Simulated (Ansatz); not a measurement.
Task: Name a neutral molecule of Ge, Si and H with HOMO energy (ωB97M-V/def2-TZVPP) between -9.85 and -9.55 eV and HOMO–LUMO gap (ωB97M-V/def2-TZVPP) between 10.85 and 11.15 eV (Ansatz, PBE0-D4/def2-TZVP geometry).

Result: `[SiH3][GeH2][SiH2][GeH2][SiH3]` (-9.70 eV, 11.00 eV); `[SiH3][SiH2][SiH2][SiH2][GeH3]` (-9.82 eV, 11.08 eV); `[SiH3][SiH2][GeH2][SiH2][SiH3]` (-9.72 eV, 11.03 eV); `[SiH3][SiH2][SiH2][SiH2][GeH2][SiH3]` (-9.71 eV, 10.85 eV); `[GeH3][SiH2][SiH2][SiH2][GeH3]` (-9.83 eV, 11.11 eV); `[SiH3][SiH2][GeH2][SiH2][GeH3]` (-9.72 eV, 11.04 eV). Other molecules can fit too; these were computed, each in one conformer that needn't be the lowest.
